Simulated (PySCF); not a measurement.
**Working out the ionisation energy of Ar⁺**

Ar⁺ [Ne] 3s2 3p5 (2P) → Ar²⁺ [Ne] 3s2 3p4 (3P). Calculation: PySCF 2.14, in dyall-av3z; the spin-free X2C one-electron Hamiltonian (Gaussian nucleus). Frozen: [Ne]; the 26 highest virtual orbitals dropped. Energies in hartree (1 hartree = 27.21139 eV):

| part | Ar⁺ (lower) | Ar²⁺ (upper) |
| --- | --- | --- |
| UHF | -528.097575 | -527.129017 |
| MP2 opposite-spin | -0.132487 | -0.104056 |
| MP2 same-spin | -0.039058 | -0.030518 |

Task: What does Hartree-Fock give?

Result: (-527.129017) − (-528.097575) = 0.968558 hartree = 26.356 eV.

Task: What do MP2 and SCS-MP2 (6/5 opposite-spin, 1/3 same-spin) give?

Result: The opposite-spin parts differ by 0.774 eV and the same-spin parts by 0.232 eV. MP2: 26.356 + (0.774) + (0.232) = 27.362 eV. SCS-MP2: 26.356 + 1.2 × (0.774) + (0.232)/3 = 27.362 eV.

A first-order spin-orbit estimate adds -0.006 eV to MP2 (valence), giving 27.356 eV against 27.630 eV (measured; NIST Atomic Spectra Database, ionization energies).

What remains against the reference includes basis incompleteness, the frozen core and correlation beyond second order.
